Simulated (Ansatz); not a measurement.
GaH₅SeSi, SMILES `[SiH3][Se][GaH2]`, one more setting.

```yaml
crystal:
  periodic: [false, false, false]
  atoms:
    - {symbol: Si, position_ang: [-0.807416, 1.059727, -0.642134]}
    - {symbol: Se, position_ang: [1.419604, 0.629775, -0.397310]}
    - {symbol: Ga, position_ang: [1.137019, -1.337327, 0.809390]}
    - {symbol: H, position_ang: [-1.482506, -0.035675, -1.382231]}
    - {symbol: H, position_ang: [-0.920332, 2.321612, -1.414863]}
    - {symbol: H, position_ang: [-1.464918, 1.227575, 0.678057]}
    - {symbol: H, position_ang: [2.445479, -2.065639, 1.244765]}
    - {symbol: H, position_ang: [-0.326930, -1.800049, 1.104326]}
basis:
  gaussian: {orbitals: aug-cc-pVTZ, final_grid: {core_spheres: 5, valence_spheres: 4, degree: 11}}
total_charge: 1
magnetization: {spin_polarized: false, initial_magnetization: 1}
hamiltonian: {xc: {name: PBE}}
correlation: {method: rpa}
```

```sh
$ ansatz run in.yaml --threads 4 --pin off --events-out ev --progress --plain --max-ram 10444MiB
```

Output, abridged:

```
Functional definition: PBE
1641 factors; integrals over basis functions are off by at most 1.0e-3 eV
mean field evaluation 1: about -125655.9040 eV, gradient 3.5e1 eV
mean field evaluation 2: about -125655.8712 eV, gradient 3.5e1 eV
mean field evaluation 4: about -125656.9026 eV, gradient 2.4e1 eV
mean field evaluation 8: about -125658.9976 eV, gradient 3.5e0 eV
mean field evaluation 16: about -125659.0553 eV, gradient 2.7e-4 eV
mean field -125659.05529004 eV, -4617.8851071422 hartree, gradient 7.5e-6 eV, S^2 0.750000; 9 other end points of the search recorded, 0 dependent functions left out
23 core orbitals not correlated: weight in the atoms' cores, before any rotation towards them, 1.000 or more for the frozen orbitals, at most 0.000 for the correlated occupied ones
reference -125572.49840692 eV, -4614.7042003577 hartree; 19, 18 occupied and 241, 242 virtual orbitals, 1641 factors
Total energy: -125597.10947094 eV, -4615.6086402787 hartree
```

Run time 54 s (4 threads of an Intel Xeon Platinum 8175M on a shared host); peak host memory 1.6 GiB.
